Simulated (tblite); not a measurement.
Compound: C₆H₁₁N₃Si.
SMILES with atom numbers: `[CH3:1][C:2]#[C:3][Si@:4]([NH2:5])([C:6]#[N:7])[CH2:8][NH:9][CH3:10]` (hydrogens: H11, H12, H13 on C1; H14, H15 on N5; H16, H17 on C8; H18 on N9; H19, H20, H21 on C10)

Cartesian coordinates in Å at the GFN2-xTB level; atoms count from 1:
```xyz
21
C6H11N3Si angstrom
C     -4.374   -0.148    0.978
C     -3.019   -0.228    0.485
C     -1.889   -0.288    0.071
Si    -0.159   -0.420   -0.554
N     -0.091   -0.054   -2.229
C      0.366   -2.183   -0.142
N      0.714   -3.248    0.099
C      1.080    0.718    0.335
N      2.413    0.505   -0.208
C      3.404    1.399    0.355
H     -4.866   -1.114    0.868
H     -4.370    0.129    2.032
H     -4.931    0.601    0.416
H     -0.602   -0.603   -2.900
H      0.770    0.295   -2.617
H      1.044    0.577    1.429
H      0.813    1.762    0.149
H      2.695   -0.456   -0.035
H      3.149    2.422    0.075
H      3.466    1.349    1.453
H      4.381    1.157   -0.062
```

Computed with GFN2-xTB (tblite): harmonic, unscaled wavenumbers at the GFN2-xTB geometry, gas phase. Against measured fundamentals such values can be off by several per cent, at times by over 20. One conformer, not necessarily the lowest. The optimisation stopped once no atom felt more than 0.01 eV/Å.

Lowest wavenumbers of the output (negative numbers stand for imaginary wavenumbers):
```
mode    cm-1
  1     -31.4
  2      37.2
  3      45.5
  4      56.9
  5      81.5
  6      98.1
  7     123.5
  8     165.9
  9     200.0
 10     212.7
 11     235.7
 12     246.9
 13     251.5
 14     315.7
 15     317.4
```

Problem. Is this structure a minimum?

Solution. Not by this Hessian. 1 mode is imaginary beyond 20i (31i cm⁻¹), so at this level the point lies at or near a first-order saddle. The curvature is small, so loose convergence or finite differences may be the whole cause.

Problem. Which atoms move in the imaginary mode?

Solution. 31i: H11 (methyl hydrogen) 33 %, H13 (methyl hydrogen) 33 %, H12 (methyl hydrogen) 33 %. These are shares of the mass-weighted motion.

Problem. What is the remedy?

Solution. Step along that mode in both directions, optimise again with tighter thresholds and repeat the frequencies. The zero-point energy of this point (101.5 kcal/mol) counts the 56 real modes alone, and thermal corrections from it aren't those of a minimum.
